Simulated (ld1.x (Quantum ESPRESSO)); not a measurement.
**Building the TM potential for Ta (LDA (PZ), scalar-relativistic).**

```
Element                 : tantalum (Ta)
Generator               : ld1.x (Quantum ESPRESSO) 7.5
Type                    : norm-conserving Troullier–Martins (Kleinman–Bylander form)
Functional              : LDA (PZ)
Relativity              : scalar-relativistic
Frozen core             : [Xe] 4f14
Valence charge          : 5
Reference configuration : 5d3 6s2 6p0
Partial waves           : 6s (bound): rc 2.00 bohr; 6p (bound, empty): rc 3.05 bohr; 5d (bound): rc 2.35 bohr
Local potential         : all-electron potential smoothed inside 2.65 bohr (lloc = -1)
Core correction         : none
```

All-electron outer shells of the reference configuration (LDA (PZ), scalar-relativistic, ld1.x):

```
shell  level (eV)  outermost node (bohr)  outermost maximum (bohr)
   5p      -39.56                   0.58                      1.13
   4f      -24.93                      –                      0.44
   6s       -5.62                   1.32                      2.74
   5d       -3.79                   0.65                      1.58
   6p       -1.48                   1.59                      3.89
```

Question: Estimate the cutoffs (Ry, on a coarse ladder) from which the occupation-weighted sum of valence levels, in a spherical-Bessel basis at the reference potential, stays within 10 and 1 mRy of its value at 400 Ry.

Answer: 30 Ry and 55 Ry.

Question: Does the potential have ghost states?

Answer: No extra level below or beside the all-electron valence levels (s, p, d, f tested). The logarithmic derivative shows an extra or strongly shifted pseudo pole above the reference energy (s near 0.04 Ry).

Question: Tests: 5d3 6s1 6p0; 5d3 6s0 6p0; 5d2 6s0 6p0; 5d3 6s1.5 6p0; 5d4 6s1 6p0; 5d3 6s0 6p2; 5d3 6s1 6p1. Which has the largest error in its energy relative to the reference configuration, and how large is it?

Answer: 5d2 6s0 6p0, with +129 meV (all-electron minus pseudo) on +47.94 eV.
